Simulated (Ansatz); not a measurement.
`c1ccc(-c2ccc(-c3ccc(-c4ccc(-c5ccccc5)cc4)cc3)cc2)cc1`. Total charge 0; singlet. Geometry r2SCAN-D4/def2-SVP.

Cartesian coordinates in Å:
```
C 1.909 9.521 2.633
C 2.121 8.482 3.544
C 1.856 7.161 3.179
C 1.373 6.848 1.894
C 1.092 5.448 1.506
C 0.021 5.128 0.651
C -0.245 3.810 0.288
C 0.551 2.748 0.759
C 0.271 1.350 0.373
C 1.312 0.417 0.200
C 1.047 -0.900 -0.165
C -0.271 -1.350 -0.374
C -0.551 -2.748 -0.760
C -1.635 -3.071 -1.600
C -1.900 -4.389 -1.963
C -1.092 -5.448 -1.506
C -1.373 -6.848 -1.893
C -2.696 -7.304 -2.048
C -2.961 -8.625 -2.413
C -1.909 -9.521 -2.632
C -0.589 -9.082 -2.482
C -0.324 -7.761 -2.117
C -0.008 -5.126 -0.668
C 0.256 -3.809 -0.303
C -1.311 -0.418 -0.200
C -1.047 0.900 0.164
C 1.624 3.069 1.614
C 1.887 4.386 1.980
C 1.165 7.906 0.987
C 1.430 9.226 1.353
H 2.116 10.556 2.920
H 2.484 8.702 4.553
H 1.998 6.359 3.910
H -0.628 5.926 0.278
H -1.076 3.600 -0.392
H 2.350 0.742 0.315
H 1.883 -1.587 -0.330
H -2.259 -2.269 -2.005
H -2.727 -4.600 -2.647
H -3.527 -6.620 -1.852
H -3.997 -8.961 -2.517
H -2.116 -10.556 -2.918
H 0.242 -9.771 -2.662
H 0.712 -7.420 -2.030
H 0.616 -5.929 -0.264
H 1.082 -3.599 0.383
H -2.349 -0.743 -0.314
H -1.883 1.587 0.328
H 2.252 2.267 2.013
H 2.738 4.600 2.632
H 0.818 7.684 -0.027
H 1.271 10.031 0.628
```

Single mean-field runs in def2-SVP, def2-TZVP are fitted with def2-universal-jkfit.

Task: Estimate the orbital energies around the gap (eV) in Ansatz with PBE-D4/def2-SVP, PBE-D4/def2-TZVP, r2SCAN-D4/def2-TZVP, PBE0-D4/def2-SVP, PBE0-D4/def2-TZVP.

Result: 
```csv
orbital,PBE-D4/def2-SVP,PBE-D4/def2-TZVP,r2SCAN-D4/def2-TZVP,PBE0-D4/def2-SVP,PBE0-D4/def2-TZVP
HOMO−5,-6.32,-6.37,-6.56,-7.37,-7.37
HOMO−4,-6.29,-6.35,-6.53,-7.34,-7.34
HOMO−3,-6.29,-6.34,-6.53,-7.33,-7.34
HOMO−2,-6.29,-6.33,-6.51,-7.30,-7.31
HOMO−1,-5.67,-5.72,-5.86,-6.59,-6.59
HOMO,-5.17,-5.21,-5.33,-6.00,-5.99
LUMO,-2.28,-2.37,-2.27,-1.59,-1.64
LUMO+1,-1.71,-1.81,-1.67,-0.92,-1.00
LUMO+2,-1.32,-1.44,-1.28,-0.45,-0.55
LUMO+3,-1.23,-1.36,-1.19,-0.35,-0.46
LUMO+4,-1.14,-1.26,-1.09,-0.24,-0.35
LUMO+5,-1.07,-1.19,-1.01,-0.17,-0.27
```
